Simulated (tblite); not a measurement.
A tight-binding relaxation on `[SiH3]C#CCCC[CH2][GeH3]`.

Computed with GFN2-xTB geometry optimisation, gas phase (tblite 0.8.0). Start geometry: from a force field or distance geometry. A driver script takes a list of jobs; this job's settings line and coordinates (Å) are shown.

Command:
```bash
OMP_NUM_THREADS=1 python probes_run.py task.json out
```

Input:
```
{"job": {"kind": "relax", "xc": "GFN2-xTB", "basis": "xTB"}, "charge": 0, "multiplicity": 1}
Si     4.749600     1.036700     0.465000
C      3.142900     0.183800     0.179400
C      2.116000    -0.403700     0.003800
C      0.849200    -1.087300    -0.250000
C     -0.347500    -0.260900     0.208200
C     -1.559800    -1.125500    -0.123000
C     -2.858800    -0.490200     0.232600
Ge    -3.169600     1.191800    -0.687100
H      4.947000     2.070500    -0.552100
H      4.686400     1.589000     1.842600
H      5.868900     0.105000     0.394500
H      0.809300    -2.015100     0.398500
H      0.669900    -1.345400    -1.296500
H     -0.277500     0.015500     1.265500
H     -0.352000     0.663900    -0.428900
H     -1.435400    -2.071300     0.457300
H     -1.485900    -1.404500    -1.198800
H     -3.657100    -1.224400    -0.072100
H     -2.994000    -0.339300     1.335300
H     -4.674300     1.308700    -0.976200
H     -2.770200     2.315700     0.321000
H     -2.267400     1.306500    -1.920500
```

Output:
```
step      E/eV     max force
  0    -640.91278    1.775
  1    -641.02854    2.976
  2    -641.06778    2.267
  3    -641.13917    0.506
  4    -641.17021    0.380
  5    -641.19997    0.519
  6    -641.21472    0.319
  7    -641.23126    0.264
  8    -641.24335    0.277
  9    -641.25445    0.264
... (97 lines left out)
107    -641.33088    0.024
108    -641.33096    0.032
109    -641.33106    0.064
110    -641.33113    0.050
111    -641.33118    0.018
112    -641.33122    0.026
113    -641.33127    0.046
114    -641.33132    0.042
115    -641.33135    0.021
116    -641.33136    0.006
```

«max force» is the largest atomic force in eV/Å.

From which step on does the largest force stay under 0.1 eV/Å, and how much energy is left to gain from there?

From step 22 (0.085 eV/Å), 34.0 meV above the end.

Summary of the converged run: energy lowered by 9.7 kcal/mol over 116 steps; largest atomic force 0.006 eV/Å at the end.

Give the final coordinates.

0.293 Å rms from the input after alignment:
```
atom  x, y, z in Å
Si1    4.6428    1.1617    0.5631
C2     3.1179    0.1870    0.2165
C3     2.1296   -0.4635   -0.0134
C4     0.9240   -1.2230   -0.2764
C5    -0.3270   -0.4365    0.1259
C6    -1.6028   -1.2240   -0.1440
C7    -2.8481   -0.4534    0.2794
Ge8   -3.0824    1.2728   -0.6554
H9     4.7624    2.2200   -0.4439
H10    4.5276    1.7415    1.9047
H11    5.7960    0.2592    0.4945
H12    0.9676   -2.1629    0.2838
H13    0.8810   -1.4655   -1.3430
H14   -0.2698   -0.1832    1.1874
H15   -0.3570    0.5008   -0.4399
H16   -1.5643   -2.1772    0.3930
H17   -1.6659   -1.4512   -1.2123
H18   -3.7310   -1.0677    0.0867
H19   -2.8216   -0.2721    1.3561
H20   -4.4952    1.7505   -0.5350
H21   -2.2153    2.3638   -0.1147
H22   -2.7792    1.1423   -2.1148
```

How long does this job take on one thread, Arm Neoverse V1 (aarch64), no GPU, shared host with 32 logical CPUs at a one-minute load of 26?

About 1.1 s.
Labels such as C1 count atoms from 1, the log's own numbers from 0.
